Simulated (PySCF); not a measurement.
System: CH₃F₂Si, net charge 0, doublet state. It need not be the lowest isomer of its formula. 
Structure (B3LYP-D3(BJ)/def2-TZVP (Ansatz) minimum search):
SMILES: C[Si](F)F
```xyz
7

C     -1.5985    -0.4904    -0.2747
Si     0.2530    -0.2280    -0.2461
F      0.7741    -0.4486     1.2560
F      0.5537     1.3087    -0.5989
H     -1.8451    -1.5124     0.0135
H     -1.9976    -0.2961    -1.2703
H     -2.0587     0.2019     0.4359
```
Charge 0, spin multiplicity 2.

Dispersion corrections to the total energy (kcal/mol) from the dftd3 and dftd4 libraries through PySCF: D3(BJ) without and D4 with the three-body term, each with the damping fitted for the functional named.

```tsv
functional	D3(BJ)	D4
TPSS	-3.27	-3.51
PBE0	-2.23	(withheld)
B2GP-PLYP	-1.89	-1.06
CAM-B3LYP	(withheld)	-2.16
revPBE	-6.67	-8.45
LC-wPBE	(withheld)	-2.89
HSE06	-1.67	-1.99
```

Q: Some entries are withheld; supply them.

A: 
- PBE0, D4: -2.15
- CAM-B3LYP, D3(BJ): -2.01
- LC-wPBE, D3(BJ): -2.44
